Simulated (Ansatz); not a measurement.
Cost and result for the atomization energy of ClH2ISn (`[Cl][SnH2][I]`) (5 atoms, 4 bonds).

The species carries charge 0 and has multiplicity 1. Correlated methods include outer-core shells of I, Sn, which these sets cover unevenly. Sn, I takes the def2 core potential. The geometry is a stationary point of PBE0-D4/def2-TZVP. Program: Ansatz. All runs use 2 threads of a server CPU on a shared host. Times are those of one run each, without the atoms' runs, and a repeat can differ threefold. Electronic energies, without spin–orbit coupling; frozen cores. CCSD(T)/CBS adds CCSD(T) − MP2 in def2-TZVPP to the MP2 limit, and its time is that of the two runs behind it. T1 = 0.010. With those shells the extrapolation isn't a true limit. B3LYP takes the VWN-RPA correlation (the form of Gaussian; ORCA's B3LYP/G). HSE06 is the plane-wave form, built on full-range PBE exchange.

CCSD(T)/CBS is a level of theory with its own doubt, some kJ/mol a heavy atom from the limit and from the frozen cores, so smaller differences don't rank the functionals.

```csv
level,functions,wall time,atomization (kJ/mol),difference from CCSD(T)/CBS,per bond
PBE-D4/def2-TZVPP (with forces),170,2.3 s,1120.0,-30.6,-7.7
BLYP-D4/def2-TZVPP,170,2.3 s,1087.6,-63.0,-15.8
CCSD(T)/def2-SVP,80,3 s,1014.5,-136.1,-34.0
HSE06-D4/def2-TZVPP,170,3.5 s,1111.8,-38.8,-9.7
BHLYP-D4/def2-TZVPP,170,3.7 s,1087.4,-63.2,-15.8
CAM-B3LYP-D4/def2-TZVPP,170,4.2 s,1103.3,-47.3,-11.8
B3LYP-D4/def2-TZVPP (with forces),170,4.9 s,1100.1,-50.5,-12.6
r2SCAN-D4/def2-TZVPP (with forces),170,5.5 s,1125.2,-25.4,-6.4
B2PLYP/def2-TZVPP,170,6 s,1087.2,-63.4,-15.9
PBE-QIDH/def2-TZVPP,170,6.5 s,1111.5,-39.1,-9.8
MP2/def2-QZVPP,294,12 s,1131.0,-19.6,-4.9
CCSD(T)/def2-TZVPP,170,32 s,1093.0,-57.6,-14.4
CCSD(T)/CBS(def2),–,44 s,1150.6,0.0,0.0
```

At CCSD(T), def2-SVP lies −136.2 kJ/mol from the extrapolated value and def2-TZVPP −57.7 kJ/mol: correlation converges slowly with the basis, and small sets miss more of it in the bonded molecule than in its fragments. From BLYP to BHLYP (50 % exact exchange), in def2-TZVPP and without D4, the atomization energy moves by +4.6 kJ/mol. The D4 term adds +23.6 kJ/mol with B3LYP and +12.4 kJ/mol with PBE0; it sums over pairs of atoms, weighted by their polarisabilities, and B3LYP, whose exchange is more repulsive, gets the larger term.

Spin–orbit coupling would lower the free I, Sn atoms strongly, and the atomization energy with them, by more than many differences here. For some Ge, Se and Sn compounds the MP2-based and the directly extrapolated limit differ by 10 to 25 kJ/mol.
